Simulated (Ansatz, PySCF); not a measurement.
H₆OW, SMILES [OH][WH5], multiplicity 1.

Geometry optimised at PBE0-D3(BJ)/def2-TZVP. The multiplicity is an assumed one; no other spin state was optimised. The structure was generated by enumeration; whether it is a known compound was not checked. The def2 effective core potentials stand for the cores of W; spin–orbit coupling is left out.

Vertical ionisation energy (IE) and electron affinity (EA) in eV. Rows of orbital energies are one-electron estimates. Where ΔSCF, EOM or ADC give a negative EA the extra electron is unbound and the value depends on the basis.

```
level                                                                    IE    EA
--------------------------------------------------------------------  -----  ----
−ε(HOMO), −ε(LUMO), PBE0/def2-TZVPD (PySCF)                            7.97  2.57
−ε(HOMO), −ε(LUMO), PBE/def2-TZVPD (PySCF)                             6.70  3.48
ΔSCF, PBE0/def2-TZVPD (Ansatz), final states of multiplicity 2 and 2  10.21  0.92
ΔSCF, PBE/def2-TZVPD (Ansatz), final states of multiplicity 2 and 2   10.10  0.86
```

Problem. What vertical singlet–triplet gap does ΔSCF give with PBE0/def2-TZVPD (Ansatz, a first-principles code) and with PBE/def2-TZVPD (Ansatz)? (An estimate is asked for; the answer gives what the named calculation found.)

Solution. 2.99 and 3.04 eV (triplet above singlet where positive).
